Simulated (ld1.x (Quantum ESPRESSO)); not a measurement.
Varying the TM potential for Cd (Z = 48)

Base potential:

ld1.x (Quantum ESPRESSO) 7.5 input, shortened:

```
&input
   title='Cd', zed=48., rel=1, dft='PBE', iswitch=3,
   config='[Kr] 4d10 5s1 5p1'
 /
 &inputp
   pseudotype=2, tm=.true., lloc=2,
   nlcc=.false.
 /
3
5S  1  0   1.00   0.00  1.80  1.80  0.0
5P  2  1   1.00   0.00  2.95  2.95  0.0
4D  3  2  10.00   0.00  1.40  1.40  0.0
 &test
   configts(1)='4d10 5s1 5p1'
 /
```

Cutoffs, loose and tight: the cutoffs (Ry, on a coarse ladder) from which the occupation-weighted sum of valence levels, in a spherical-Bessel basis at the reference potential, stays within 10 and 1 mRy of its value at 400 Ry. They do not see the model core or the augmentation charge, which bear on the density cutoff. Test errors are all-electron minus pseudo excitation energies from the reference, over the configurations 4d10 5s2 5p0; 4d10 5s1 5p0; 4d10 5s0 5p0; 4d9 5s2 5p0; 4d9 5s2 5p1; 4d10 5s1.5 5p0; 4d10 5s0 5p1. A dash means not determined; rows that change the core or the reference have their own tests.

A true bound ghost makes a file unfit for plane-wave use even where its test errors are small: the radial tests pick states by their node count and pass the ghost by.

```tsv
change	outcome	cutoff, loose	cutoff, tight	bound ghosts	largest test error (meV)
base	generated	80 Ry	140 Ry	s, p	-78
core correction a·sin(br)/r model core inside 0.58 bohr	generated	80 Ry	140 Ry	s, p	-107
core correction a·sin(br)/r model core inside 0.72 bohr	generated	80 Ry	140 Ry	s, p	-107
core correction a·sin(br)/r model core inside 0.82 bohr	generated	80 Ry	140 Ry	s, p	-107
core correction a·sin(br)/r model core inside 0.94 bohr	generated	80 Ry	140 Ry	s, p	-107
core correction a·sin(br)/r model core inside 1.16 bohr	generated	80 Ry	140 Ry	s, p	-107
core correction a·sin(br)/r model core inside 1.30 bohr	generated	80 Ry	140 Ry	s, p	-105
core correction a·sin(br)/r model core inside 1.42 bohr	generated	80 Ry	140 Ry	s, p	-102
core correction a·sin(br)/r model core inside 1.56 bohr	generated	80 Ry	140 Ry	s, p	-98
core correction a·sin(br)/r model core inside 1.70 bohr	generated	80 Ry	140 Ry	s, p	-93
```
